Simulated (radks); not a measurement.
All-electron atom: Al II in [Ne] 3s2.

All-electron calculation, non-relativistic Kohn-Sham, exchange-only B88, spin-polarised, spherical densities, point nucleus. Program: a radial shooting solver on a logarithmic mesh with Libxc functionals.

Energy parts (eV):
| part | energy |
|---|---|
| total | -6576.621 |
| kinetic | 6576.621 |
| electron-nucleus | -15631.883 |
| Hartree | 2964.898 |
| exchange | -486.258 |

Orbitals (lengths in bohr, moments of r in powers of bohr; <r^-3> diverges for s and p1/2):
[
 {"orbital": "1s", "occ.": "2", "eigenvalue (eV)": "-1516.235", "<r^-3>": "-", "<1/r>": "12.58"},
 {"orbital": "2s", "occ.": "2", "eigenvalue (eV)": "-114.7678", "<r^-3>": "-", "<1/r>": "2.329"},
 {"orbital": "2p", "occ.": "6", "eigenvalue (eV)": "-76.9122", "<r^-3>": "35.61", "<1/r>": "2.208"},
 {"orbital": "3s", "occ.": "2", "eigenvalue (eV)": "-14.0120", "<r^-3>": "-", "<1/r>": "0.5623"}
]

The highest occupied level is 3s at -14.012 eV. Summed over all electrons, <r^2> = 17.07 bohr^2, which gives a Langevin (diamagnetic) susceptibility term of -13.5 x 10^-6 cm^3/mol. The density falls to 0.001 e/bohr^3 at r = 3.91 bohr. Virial ratio -V/T = 2.00000.
